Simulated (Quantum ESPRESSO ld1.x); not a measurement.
Values are calculated unless marked as measured or tabulated.
Task: Si VII, 8 electrons, occupied as [He] 2s2 2p4. Code: ld1.x of Quantum ESPRESSO 7.5. Model: scalar-relativistic Kohn-Sham, LDA (Slater exchange, Perdew-Wang correlation), spin-polarised, spherical densities, point nucleus; open shells are filled with parallel spins first. Some entries of the table are withheld. Estimate them.

| orbital | occ. | eigenvalue (eV) | r(max) (bohr) | <r> (bohr) |
|---|---|---|---|---|
| 1s up | 1 | -1941.01 | 0.073 | 0.1116 |
| 1s down | 1 | -1936.70 | 0.073 | 0.1114 |
| 2s up | 1 | -273.303 | 0.439 | 0.5321 |
| 2s down | 1 | -266.162 | 0.443 | 0.5372 |
| 2p up | 3 | -233.879 | 0.365 | (1) |
| 2p down | 1 | -225.764 | 0.368 | (2) |
| 3s up | 0 | -87.8571 | 1.32 | (3) |
| 3s down | 0 | -86.5337 | 1.35 | (4) |
| 3p up | 0 | -77.4562 | 1.35 | 1.475 |
| 3p down | 0 | -76.0864 | 1.37 | 1.500 |
| 3d up | 0 | -64.0818 | 1.19 | 1.430 |
| 3d down | 0 | -62.8152 | 1.23 | 1.466 |

Result: 
(1) 2p up <r> (bohr): 0.4823
(2) 2p down <r> (bohr): 0.4894
(3) 3s up <r> (bohr): 1.443
(4) 3s down <r> (bohr): 1.461
